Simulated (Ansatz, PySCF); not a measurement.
Process, species as SMILES: CCCC[C@H](C)Cl [(2S)-2-chlorohexane] -> CCCC[C](C)Cl + H atom (the C-H bond at the site shown breaks; other sites are not compared here)
Geometries: B3LYP-D3(BJ)/def2-TZVP minima from Ansatz (a quantum-chemistry and plane-wave program), one conformer each, not searched for the lowest. Frequencies are from Ansatz or PySCF.

Wanted: bond dissociation energy (enthalpy at 298 K, with B3LYP-D3(BJ) rigid-rotor harmonic-oscillator terms), in kcal/mol. Valence correlation only, unless marked. UHF or UKS for open shells. Spin-orbit coupling is left out. Non-relativistic. CBS(X,Y): correlation extrapolated as X^-3; Hartree-Fock from the larger set. The bracket is a focal-point correction in the basis named.

Level to compare with: RI-MP2/CBS(cc-pV(T+d)Z,cc-pV(Q+d)Z)+[CCSD(T)-MP2]/cc-pV(T+d)Z (Ansatz), 97.3 kcal/mol. It is a level with limits of its own, and the differences hold the functionals' basis error too.

Q: Rank these functionals by how close they come to RI-MP2/CBS(cc-pV(T+d)Z,cc-pV(Q+d)Z)+[CCSD(T)-MP2]/cc-pV(T+d)Z, closest first: HSE06/def2-TZVPD (Ansatz); r2SCANh/def2-TZVPD (Ansatz); wB97X-V/def2-TZVPD (Ansatz).

A: wB97X-V/def2-TZVPD (range-separated hybrid with VV10, 94.5 kcal/mol, difference -2.8), HSE06/def2-TZVPD (screened hybrid, 90.5 kcal/mol, difference -6.8), r2SCANh/def2-TZVPD (hybrid meta-GGA, 89.5 kcal/mol, difference -7.8)
